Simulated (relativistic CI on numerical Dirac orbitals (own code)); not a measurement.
**Hyperfine structure of Er²⁶⁺, mass number 167**

Method of calculation: Dirac-Coulomb-Breit CI, separate exchange-only KLI orbitals for each configuration, model QED (radiative potential, 1s self-energy scaled to tabulated hydrogen-like ionisation energies), unscaled Slater integrals (own radial code, finite nucleus).

Configurations in the expansion (outside the closed core [Ar] 3d10): 4s2.4p6.4d6, 4s2.4p5.4d7, 4s2.4p6.4d5.4f, 4s2.4p4.4d8, 4s.4p6.4d7, 4p6.4d8, 4s.4p6.4d6.4f, 4s2.4p6.4d5.5s, 4s.4p5.4d8, 4s2.4p6.4d5.5d, 4s2.4p6.4d4.5s2, 4s2.4p4.4d7.5s, 4s2.4p6.4d5.6s, 4s.4p6.4d6.5s, 4p6.4d7.5s, 4s.4p6.4d5.5s2. Levels of other configurations are missing.

Nuclear spin I = 7/2, μ = -0.5623 μN, Q = 3.57 b (tables of Stone and Pyykkö). The electronic factors are computed for point nuclear moments, without core polarisation or the Bohr-Weisskopf and QED corrections.

| Level | E (cm⁻¹) | A (MHz) | B (MHz) |
| --- | --- | --- | --- |
| 4s2.4p6.4d6 5D_3 | 63934.0 | -639 | 5420 |
| 4s2.4p6.4d6 5D_1 | 74746.8 | -920.6 | -15400 |
| 4s2.4p6.4d6 3G_5 | 101495.5 | -1339 | 18700 |
| 4s2.4p6.4d6 3H_6 | 103983.1 | -1472 | -36600 |
| 4s2.4p6.4d6 3F_2 | 112689.2 | -1773 | -30300 |
| 4s2.4p6.4d6 3D_1 | 147317.2 | -1197 | 28900 |

Levels with J = 0, under 50 % of one LS term, or S terms without an open s electron are left out. Small factors come from cancelling terms and can be off by tens of per cent or more.

At this charge energies of transitions that change n are usually good to better than 1 %, and those within a shell (Δn = 0) to a few per cent. Terms inside the open d or f shell come out 10 to 20 % too wide with unscaled integrals.

Task: Give the hyperfine levels of 4s2.4p6.4d6 5D_3 relative to its centre of gravity.

Result: With K = F(F + 1) − I(I + 1) − J(J + 1), E = AK/2 + B[¾K(K + 1) − I(I + 1)J(J + 1)]/[2I(2I − 1)J(2J − 1)]: F = 1/2: 11530, F = 3/2: 9605, F = 5/2: 6652, F = 7/2: 3059, F = 9/2: -629.9, F = 11/2: -3718, F = 13/2: -5354 MHz.

LS names give the leading component of a level, which can be under half, so a name can repeat, a term be missing and a line seem to break the LS rules.
